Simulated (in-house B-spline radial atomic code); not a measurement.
Whole-atom quantities along the 18-electron series, configuration [Ne] 3s2 3p6. Computed with a B-spline radial code for spherical atoms: non-relativistic Hartree-Fock, average of the configuration, point nuclei.

This level leaves out relativity, spin-orbit splitting included, which matters for heavy ions.

```csv
ion,Z,E/Z² (Eh),Σ<r²> (bohr²),n(0)/Z³ (bohr⁻³),Lamb diamagnetic shielding (ppm),repulsion over attraction
Ar,18,-1.626,26.034,0.6584,1237.66,0.16049
K+,19,-1.6593,19.541,0.6616,1325.45,0.15557
Ca2+,20,-1.6904,15.432,0.66459,1412.94,0.15056
Sc3+,21,-1.7193,12.592,0.66737,1500.26,0.14563
Ti4+,22,-1.7463,10.517,0.66998,1587.45,0.14085
V5+,23,-1.7714,8.9423,0.67241,1674.56,0.13625
Cr6+,24,-1.7949,7.7122,0.67469,1761.61,0.13187
Mn7+,25,-1.8169,6.7292,0.67682,1848.61,0.1277
Fe8+,26,-1.8375,5.9292,0.67883,1935.57,0.12374
Co9+,27,-1.8569,5.2681,0.68071,2022.5,0.11998
Ni10+,28,-1.875,4.7145,0.68249,2109.42,0.11642
Cu11+,29,-1.8922,4.246,0.68416,2196.31,0.11304
Zn12+,30,-1.9083,3.8454,0.68574,2283.19,0.10983
Ga13+,31,-1.9236,3.5001,0.68724,2370.06,0.10678
Ge14+,32,-1.938,3.2001,0.68866,2456.91,0.10389
As15+,33,-1.9517,2.9377,0.69,2543.76,0.10114
Se16+,34,-1.9647,2.7067,0.69128,2630.6,0.098526
Br17+,35,-1.977,2.5024,0.69249,2717.43,0.096036
Kr18+,36,-1.9887,2.3206,0.69365,2804.26,0.093662
Rb19+,37,-1.9998,2.1582,0.69475,2891.08,0.091398
Sr20+,38,-2.0104,2.0124,0.6958,2977.9,0.089237
```

Question: With what power of Z does the column «Σ<r²> (bohr²)» change over this range?

Answer: A fit of the logarithm of its size against log Z from Z = 18 to 38 has slope -3.28. Unscreened non-relativistic hydrogenic orbitals would give -2.
